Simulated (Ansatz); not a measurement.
aniline (C₆H₇N), singlet, at a GFN2-xTB geometry; Ansatz (an electronic-structure program) with PBE0/STO-3G.

Input for Ansatz:
Ansatz 0.2 input:
```yaml
crystal:
  periodic: [false, false, false]
  atoms:
    - {symbol: N, position_ang: [2.26898850, -0.34589154, 0.26581677]}
    - {symbol: C, position_ang: [0.91756321, -0.12718200, 0.07978234]}
    - {symbol: C, position_ang: [0.32384857, 1.05784892, 0.51488921]}
    - {symbol: C, position_ang: [-1.03918263, 1.24264988, 0.39414758]}
    - {symbol: C, position_ang: [-1.83576132, 0.25579586, -0.16255361]}
    - {symbol: C, position_ang: [-1.25309513, -0.92291663, -0.59783701]}
    - {symbol: C, position_ang: [0.10910245, -1.11615687, -0.48096117]}
    - {symbol: H, position_ang: [2.68780582, -1.05943881, -0.30846466]}
    - {symbol: H, position_ang: [2.83930297, 0.47425910, 0.39407885]}
    - {symbol: H, position_ang: [0.94292242, 1.83040004, 0.94949780]}
    - {symbol: H, position_ang: [-1.48309267, 2.16698132, 0.73495964]}
    - {symbol: H, position_ang: [-2.90066566, 0.40457570, -0.25771264]}
    - {symbol: H, position_ang: [-1.86492136, -1.69850304, -1.03570909]}
    - {symbol: H, position_ang: [0.56087799, -2.03726852, -0.82217146]}
basis:
  gaussian:
    orbitals: STO-3G
hamiltonian:
  xc: pbe0
scf: {lower_state_search: off}
```

What the program printed (banner, timings and long lists left out):

```
Functional definition: PBE0
these checks for a lower state are left out or cut short: stability, starts, cluster_reference, orbital_swaps, neighbouring_geometries, increment
595 factors; integrals over basis functions are off by at most 4.0e-5 eV
mean field evaluation 1: about -7720.2327 eV, gradient 1.2e1 eV
mean field evaluation 2: about -7720.3824 eV, gradient 1.1e1 eV
mean field evaluation 4: about -7720.6970 eV, gradient 1.0e0 eV
mean field evaluation 8: about -7720.6122 eV, gradient 1.4e-2 eV
mean field evaluation 16: about -7720.6122 eV, gradient 2.1e-6 eV
mean field -7720.61221825 eV, -283.7272658017 hartree, gradient 2.1e-6 eV, S^2 0.000000; 0 other end points of the search recorded, 0 dependent functions left out
reference -7720.61223866 eV, -283.7272665518 hartree; 25, 25 occupied and 17, 17 virtual orbitals, 595 factors
Total energy: -7720.61223866 eV, -283.7272665518 hartree
Checks for a lower state left out: stability, starts, cluster_reference, orbital_swaps, neighbouring_geometries, increment
```
